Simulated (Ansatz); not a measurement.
A nudged elastic band was laid between two geometries of BF2HO + FH (7 atoms, charge 0, multiplicity 1).

Theory: RKS PBE-D4/def2-SVP in Ansatz 0.2.0.

| Property | Result |
| --- | --- |
| movable images | 1 |
| climbing image | yes |
| spring | 5.0 eV/Å² |
| optimiser | quadratic models (default) |
| start path | through a guess of the saddle point |
| force threshold | 0.05 eV/Å |
| iteration limit | 60 |
| end points | relaxed |

First end point:

```xyz
7
Properties=species:S:1:pos:R:3
B -0.053 -0.249 0.097
O -0.031 -0.282 1.473
H -0.931 -0.398 1.832
F 1.096 -0.190 -0.556
F -1.198 -0.361 -0.578
F 0.076 2.250 0.819
H 0.255 1.551 1.430
```

Last end point:

```xyz
7
Properties=species:S:1:pos:R:3
B 0.011 0.399 -0.089
O 0.047 0.009 1.670
H -0.841 -0.372 1.832
F 1.120 -0.204 -0.559
F -1.188 -0.163 -0.416
F 0.032 1.762 -0.014
H 0.033 0.892 2.095
```

What changes between the two ends?

Bonds broken: F6–H7. Bonds formed: B1–F6, O2–H7. BF2HO + FH becomes BF3H2O.

Give the energies along the band, and the barrier.

It converged. The highest image is number 1 of 0 to 2, 32.0 kJ/mol above the first end and 79.7 kJ/mol above the last; the last end lies 47.7 kJ/mol below the first. Another band between the same ends (5 images) ends at a top of the same energy, where a vibrational analysis finds 1 clearly imaginary mode. So few images can step over the top or miss a turn of the path. The orbitals stay closed-shell, which can raise the energy where a bond breaks towards radicals; this wasn't checked here.

| image | path coordinate (Å) | energy (kJ/mol) | F6–H7 (Å) | B1–F6 (Å) | O2–H7 (Å) |
| --- | --- | --- | --- | --- | --- |
| 0 | 0.00 | 0.0 | 0.95 | 2.60 | 1.86 |
| 1 | 0.89 | 32.0 | 1.12 | 1.69 | 1.31 |
| 2 | 1.85 | -47.7 | 2.28 | 1.36 | 0.98 |

What is the geometry of the highest image?


```xyz
7
Properties=species:S:1:pos:R:3:forces:R:3
B 0.002 0.132 0.115 0.00 -0.01 0.04
O 0.017 -0.090 1.599 -0.03 0.03 0.00
H -0.859 -0.405 1.898 0.02 -0.01 0.00
F 1.139 -0.181 -0.514 -0.01 0.01 -0.02
F -1.179 -0.118 -0.480 0.01 -0.01 -0.02
F 0.061 1.780 0.469 0.01 -0.02 0.01
H 0.033 1.205 1.431 0.01 0.01 0.00
```

The run took 18 s on 1 thread of Arm Neoverse V2 (shared host), peak memory 0.14 GiB.
